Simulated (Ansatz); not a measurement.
```xyz
10

B     1.503    0.130   -0.510
C     0.201   -0.666   -0.768
O    -1.025   -0.069   -0.424
Al   -1.640    0.598    0.985
Cl   -0.536    0.387    2.756
H     1.486    1.239   -0.057
H     2.546   -0.380   -0.799
H     0.301   -1.661   -0.302
H     0.189   -0.898   -1.849
H    -3.026    1.321    0.969
```

Total charge 0; spin multiplicity 1.

(1) List the PBE0/def2-TZVPP orbital energies in eV (Ansatz). (Best estimate.)

Results:

(1) The calculation gave: Occupied: -2767.14, -1528.52, -522.53, -279.31, -259.00, -197.24, -197.17, -197.15, -184.80, -114.36, -74.47, -74.34, -74.26, -27.98, -22.64, -19.35, -14.52, -13.49, -12.77, -11.71, -11.15, -9.84, -9.79, -9.50, -9.12, -8.64, -8.11. Lowest empty: -1.52, -0.78, -0.04, 1.14, 1.37, 2.39, 2.54, 2.95.
